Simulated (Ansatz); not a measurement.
Abridged output of a molecular run in Ansatz:

```
Functional definition: HF
1027 factors; integrals over basis functions are off by at most 1.3e-3 eV
mean field evaluation 1: about -75451.2319 eV, gradient 4.0e1 eV
mean field evaluation 2: about -75451.2699 eV, gradient 4.0e1 eV
mean field evaluation 4: about -75454.3498 eV, gradient 2.8e0 eV
mean field evaluation 8: about -75454.3796 eV, gradient 1.6e-1 eV
mean field -75454.37968935 eV, -2772.8973087681 hartree, gradient 1.4e-6 eV, S^2 0.000000; 0 other end points of the search recorded, 0 dependent functions left out
17 core orbitals not correlated: weight in the atoms' cores, before any rotation towards them, 1.000 or more for the frozen orbitals, at most 0.000 for the correlated occupied ones
reference -75454.37968935 eV, -2772.8973087681 hartree; 21, 21 occupied and 69, 69 virtual orbitals, 1027 factors
second order -23.69964999 eV of doubles, -0.00000000 eV of singles
cycle   1  -23.66981309 eV  change    3.0e-2 eV  update   1.1e-1
cycle   2  -24.19664748 eV  change   -5.3e-1 eV  update   3.1e-2
cycle   3  -24.31644380 eV  change   -1.2e-1 eV  update   1.5e-2
cycle   4  -24.30972962 eV  change    6.7e-3 eV  update   2.9e-3
cycle   5  -24.30827422 eV  change    1.5e-3 eV  update   1.1e-3
cycle   6  -24.30847060 eV  change   -2.0e-4 eV  update   2.9e-4
cycle   7  -24.30834537 eV  change    1.3e-4 eV  update   9.7e-5
cycle   8  -24.30831851 eV  change    2.7e-5 eV  update   2.7e-5
perturbative correction -0.52781875 eV, -0.0193969811 hartree
Total energy: -75479.21582660 eV, -2773.8100199776 hartree
```

Its atoms:

Cartesian coordinates in Å:
```
C 0.608 0.876 0.242
Ge -0.470 -0.662 -0.134
F 0.039 -2.026 0.780
F -2.104 -0.416 0.339
Cl -0.501 -1.261 -2.168
H 0.543 1.101 1.307
H 1.642 0.666 -0.029
H 0.242 1.723 -0.338
```

(1) Which basis set was used?
A. cc-pV(Q+d)Z
B. def2-TZVPP
C. def2-SVP
D. cc-pV(T+d)Z

(2) Write the keys of the input that set method, charge and spin (a neutral closed shell needs none for the last two).

## Answers

(1) C. It gives 107 functions.

(2) 
```yaml
correlation: {method: ccsd_t}
```
